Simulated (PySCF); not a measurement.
## Selenium: a sound run and one with changed settings

Sound run: Se [Ar] 3d10 4s2 4p4, Se⁺ [Ar] 3d10 4s2 4p3. Calculation: PySCF 2.14, in aug-cc-pVDZ-PP with ECP10MDF (5s4p3d, 32 functions); scalar relativity through the core potential. In the sound run the correlated levels freeze 3s2 3p6 3d10 outside the core potential. The sound run starts from symmetry-adapted Hartree-Fock orbitals and uses a fine grid where one is needed.

Changed run: a valence shell is frozen. This setting is unsound on purpose.

| species | method | sound run (hartree) | changed run (hartree) | converged |
| --- | --- | --- | --- | --- |
| Se | MP2 | -371.92173 | -371.88236 | yes |
| Se | CCSD(T) | -371.93963 | -371.89139 | yes |
| Se⁺ | MP2 | -371.59085 | -371.54682 | yes |
| Se⁺ | CCSD(T) | -371.60648 | -371.55153 | yes |

Ionisation energy of Se:

```json
{"method": "UHF", "sound run (eV)": "8.511", "changed run (eV)": "8.511"}
{"method": "MP2", "sound run (eV)": "9.004", "changed run (eV)": "9.131"}
{"method": "SCS-MP2", "sound run (eV)": "9.021", "changed run (eV)": "9.248"}
{"method": "CCSD", "sound run (eV)": "9.047", "changed run (eV)": "9.240"}
{"method": "CCSD(T)", "sound run (eV)": "9.066", "changed run (eV)": "9.248"}
```

Freezing a valence shell removes pair correlation that changes on ionisation.

For comparison, NIST gives 9.752 eV between the lowest levels.
